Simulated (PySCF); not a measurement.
SMILES CCC[SiH2]C(=O)OC (C₅H₁₂O₂Si) at its GFN2-xTB optimised geometry (Å):

```
20

C      1.9855    -2.6754    -1.0940
C      2.6499    -1.3834    -0.6407
C      1.7741    -0.1564    -0.8932
Si     0.1248    -0.1474     0.0516
C     -0.5457     1.6480     0.0000
O      0.1120     2.6602    -0.0064
O     -1.8835     1.6480     0.0000
C     -2.5313     2.9171     0.0000
H      1.7165    -2.6160    -2.1462
H      2.6590    -3.5189    -0.9597
H      1.0815    -2.8605    -0.5192
H      3.5962    -1.2642    -1.1755
H      2.8808    -1.4520     0.4239
H      1.5854    -0.0766    -1.9672
H      2.3350     0.7400    -0.6159
H     -0.9192    -0.9959    -0.5280
H      0.3219    -0.4864     1.4668
H     -2.1765     3.5189    -0.8389
H     -3.5962     2.7197    -0.0897
H     -2.3155     3.4481     0.9292
```

Calculation: B3LYP/def2-SVP (PySCF 2.14.0).

Map of the electron localisation function on the plane z = 1.2 Å:

```
|00000000000000000000000000000|
|00000000000000000000000000000|
|00000000000000000000000000000|
|00000002563000000000000000000|
|00000018999200000000000000000|
|00000029999300000000000000000|
|00000019999101321000000000000|
|00000017997003442100000000000|
|00001102420002343100000000000|
|00000000000012221000000000000|
|00000000144123200000000000000|
|00000000354113100000000000000|
|00000000231001110000000000000|
|00000000000002676100000000000|
|00000000000028999500000000000|
|00000000000049999700022000000|
|00000000000029999500699400000|
|00000000000015998102999700000|
|00000000000001341003999700000|
|00000000000000000001898400000|
|00000000000000000000021000000|
|00000000000000000000000000000|
|00000000000000000000000000000|
|00000000000000000000000000000|
|00000000000000000000000000000|
|00000000000000000000000000000|
|00000000000000000000000000000|
|00000000000000000000000000000|
|00000000000000000000000000000|
```
Scale: ten equal steps from 0.000 (start of '0') to 1.000 (end of '9'), in the order '0123456789'; x runs from -6.00 to 6.00, y from -6.00 (bottom) to 6.00 (top).
